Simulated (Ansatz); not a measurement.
Ansatz (an electronic-structure program) input (MP2/LANL2DZ): The .json file is the Basis Set Exchange's LANL2DZ.

Ansatz 0.2 input:
```yaml
crystal:
  periodic: [false, false, false]
  atoms:
    - {symbol: Cu, position_ang: [-0.00000000, -0.00000000, -1.14569503]}
    - {symbol: Cu, position_ang: [0.00000000, 0.00000000, 1.14569503]}
basis:
  gaussian:
    orbitals: LANL2DZ.json
magnetization: {spin_polarized: false}
correlation: {method: mp2, electrons: outside_noble_gas}
relax: {f_tol: 0.003, max_steps: 120}
```

From the output:

```
second order -9.54769683 eV of doubles, -0.00000000 eV of singles
the calculation of the forces begins
relax step   3: F+E_penalty+E_count = -10622.00489744 eV  Δ(F+E_penalty+E_count) = -1.696e-3 eV  max|allowed force component| = 8.014e-3 eV/Å  Δτ_max = 0.0108 Å  (46 SCF iters, accepted)
these checks for a lower state are left out or cut short: starts, cluster_reference, orbital_swaps, neighbouring_geometries, increment
integrals: 0.01 GiB planned
518 factors; integrals over basis functions are off by at most 2.8e-4 eV
mean field: 0.09 GiB planned
mean field -10612.45777566 eV, -390.0006298734 hartree, gradient 2.9e-6 eV, S^2 0.000000; 0 other end points of the search recorded, 0 dependent functions left out; unrestricted orbitals would lower it
8 core orbitals not correlated
reference -10612.45777566 eV, -390.0006298734 hartree; 11, 11 occupied and 25, 25 virtual orbitals, 518 factors
densities: 0.06 GiB planned
second order -9.54712691 eV of doubles, -0.00000000 eV of singles
the calculation of the forces begins
relax step   4: F+E_penalty+E_count = -10622.00490257 eV  Δ(F+E_penalty+E_count) = -5.129e-6 eV  max|allowed force component| = 7.411e-5 eV/Å  Δτ_max = 0.0006 Å  (45 SCF iters, accepted)
these checks for a lower state are left out or cut short: cluster_reference
integrals: 0.01 GiB planned
518 factors; integrals over basis functions are off by at most 2.8e-4 eV
mean field: 0.09 GiB planned
mean field evaluation 64: about -10606.0133 eV, gradient 6.1e1 eV
mean field -10612.45777566 eV, -390.0006298734 hartree, gradient 2.9e-6 eV, S^2 0.000000; 1 other end points of the search recorded, 0 dependent functions left out; unrestricted orbitals would lower it
8 core orbitals not correlated
reference -10612.45777566 eV, -390.0006298734 hartree; 11, 11 occupied and 25, 25 virtual orbitals, 518 factors
densities: 0.06 GiB planned
second order -9.54712691 eV of doubles, -0.00000000 eV of singles
the calculation of the forces begins
Total energy: -10622.00490257 eV, -390.3514803161 hartree
Atom 0 at    -0.000000     0.000000    -1.168901 Å, force     0.000000    -0.000000    -0.000074 eV/Å
Atom 1 at     0.000000    -0.000000     1.168901 Å, force    -0.000000     0.000000     0.000074 eV/Å
Dipole moment:    -0.000000     0.000000     0.000000 e Å
Checks for a lower state left out: cluster_reference
```

The geometry given is a B3LYP-D3(BJ)/def2-TZVP minimum.
